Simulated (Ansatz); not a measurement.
Relaxation of ClF2H4NOTi (10 atoms, charge 0, multiplicity 1), to a largest force component of 0.03 eV/Å in at most 50 steps.

Computed with Ansatz 0.2.0, RKS B3LYP/def2-SVP.

```xyz
10
Properties=species:S:1:pos:R:3:forces:R:3
Ti 0.144 -0.046 0.069 0.04 -0.13 1.27
Cl 0.439 -0.266 2.369 -0.07 0.11 -1.19
O 1.739 -0.081 -0.640 0.00 -0.01 -0.02
H 2.416 -0.702 -0.944 -0.01 0.01 0.01
F -0.564 1.477 -0.394 -0.01 0.01 0.00
F -0.718 -1.409 -0.594 0.01 0.01 0.00
N -2.865 0.019 1.309 0.64 -0.08 0.41
H -2.827 -0.732 0.623 0.00 0.00 0.00
H -2.712 0.908 0.835 0.00 0.00 -0.01
H -2.104 -0.121 1.999 -0.60 0.10 -0.47
```

Problem. Where does it end, and by what steps?

Solution. The run converged. After 17 steps the energy has fallen by 0.679 eV; N7 moved furthest, 0.68 Å. Joined: Ti1–N7 (3.26 → 2.36 Å).

```json
{"step": "0", "energy less start (eV)": "0.0000", "largest force component (eV/Å)": "1.269", "accepted": "yes"}
{"step": "1", "energy less start (eV)": "-0.0650", "largest force component (eV/Å)": "1.012", "accepted": "yes"}
{"step": "2", "energy less start (eV)": "-0.0840", "largest force component (eV/Å)": "0.627", "accepted": "yes"}
{"step": "3", "energy less start (eV)": "-0.0942", "largest force component (eV/Å)": "0.428", "accepted": "yes"}
{"step": "4", "energy less start (eV)": "-0.0999", "largest force component (eV/Å)": "0.099", "accepted": "yes"}
{"step": "5", "energy less start (eV)": "-0.1013", "largest force component (eV/Å)": "0.191", "accepted": "yes"}
{"step": "6", "energy less start (eV)": "-0.1040", "largest force component (eV/Å)": "0.369", "accepted": "yes"}
{"step": "7", "energy less start (eV)": "-0.1072", "largest force component (eV/Å)": "0.214", "accepted": "yes"}
{"step": "8", "energy less start (eV)": "-0.1099", "largest force component (eV/Å)": "0.312", "accepted": "yes"}
{"step": "9", "energy less start (eV)": "-0.1043", "largest force component (eV/Å)": "1.336", "accepted": "no"}
{"step": "10", "energy less start (eV)": "-0.1218", "largest force component (eV/Å)": "0.554", "accepted": "yes"}
{"step": "11", "energy less start (eV)": "-0.1617", "largest force component (eV/Å)": "0.890", "accepted": "yes"}
{"step": "12", "energy less start (eV)": "-0.3454", "largest force component (eV/Å)": "1.043", "accepted": "yes"}
{"step": "13", "energy less start (eV)": "-0.6440", "largest force component (eV/Å)": "0.728", "accepted": "yes"}
{"step": "14", "energy less start (eV)": "-0.6757", "largest force component (eV/Å)": "0.205", "accepted": "yes"}
{"step": "15", "energy less start (eV)": "-0.6771", "largest force component (eV/Å)": "0.158", "accepted": "yes"}
{"step": "16", "energy less start (eV)": "-0.6784", "largest force component (eV/Å)": "0.081", "accepted": "yes"}
{"step": "17", "energy less start (eV)": "-0.6790", "largest force component (eV/Å)": "0.024", "accepted": "yes"}
```

```xyz
10
Properties=species:S:1:pos:R:3
Ti -0.071 -0.020 0.123
Cl 0.543 -0.301 2.284
O 1.544 -0.067 -0.598
H 2.249 -0.716 -0.716
F -0.598 1.570 -0.414
F -0.763 -1.436 -0.675
N -2.238 0.003 1.054
H -2.791 -0.765 0.669
H -2.716 0.880 0.836
H -2.211 -0.101 2.069
```

Time of the run: 53 s on 4 threads of Arm Neoverse V2 (shared host), peak memory 0.33 GiB.
